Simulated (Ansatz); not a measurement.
`[OH][GaH][SiH2]F` + H–F → `[OH][GaH][F]` + `F[SiH3]` at 298.15 K and 1 bar (cleavage of the Ga–Si bond).

Gas-phase electronic energies from Ansatz, PBE0-D4/def2-TZVP geometries. CCSD(T)/CBS adds triple-zeta CCSD(T) − MP2 to the extrapolated MP2 energy (def2 sets, frozen cores). This one scheme is used for every species. For Ga outer-core shells are correlated without core-valence functions, which leaves a few kJ/mol of doubt a bond. Scalar relativity is left out up to krypton. Each species was taken in one conformer, which may not be the lowest.

| species | CCSD(T)/CBS energy (Eh) | H − E (kJ/mol) | S (J/(mol·K)) |
| --- | --- | --- | --- |
| `[OH][GaH][SiH2]F` | -2390.47364 | 127.0 | 352.3 |
| H–F | -100.39570 | 33.5 | 173.6 |
| `[OH][GaH][F]` | -2100.17635 | 72.9 | 288.6 |
| `F[SiH3]` | -390.72345 | 82.7 | 238.5 |

H − E and S are ideal-gas, rigid-rotor, harmonic terms from PBE0-D4/def2-TZVP, for one conformer and one mirror image of each species. 1 Eh = 2625.50 kJ/mol, R = 8.31446 J/(mol·K).

Problem. By hand: ΔE, ΔH, ΔS and ΔG.

Solution. ΔE = (-2100.17635) + (-390.72345) − (-2390.47364) − (-100.39570) = -0.03046 Eh = -80.0 kJ/mol. Δ(H − E) = 72.9 + 82.7 − 127.0 − 33.5 = -4.9, so ΔH = -84.9 kJ/mol. ΔS = 288.6 + 238.5 − 352.3 − 173.6 = 1.2 J/(mol·K). ΔG = -84.9 − 298.15 × (1.2)/1000 = -85.3 kJ/mol.

Problem. By hand: the equilibrium constant, and the temperature at which ΔG would vanish if ΔH and ΔS stayed fixed.

Solution. log₁₀ K = −ΔG/(RT ln 10) = 14.9. ΔH and −TΔS have one sign here, so there is no such temperature.

The number of gas molecules stays the same, so ΔS is small and ΔH decides. A doubt of 5 kJ/mol in ΔE shifts log₁₀ K by 0.9 here. Other conformers and mirror images would add mixing entropy, several J/(mol·K) or more a flexible species. Modes under 60 cm⁻¹, often nearly free rotors, make the harmonic entropy too high. These are equilibria of isolated gas molecules and say nothing of rates. Largest T1 diagnostic: 0.015 (customary marks: 0.02 for closed shells, 0.045 for open ones).

ΔS is within the doubt of such terms, so its sign, and with it that verdict, could turn.
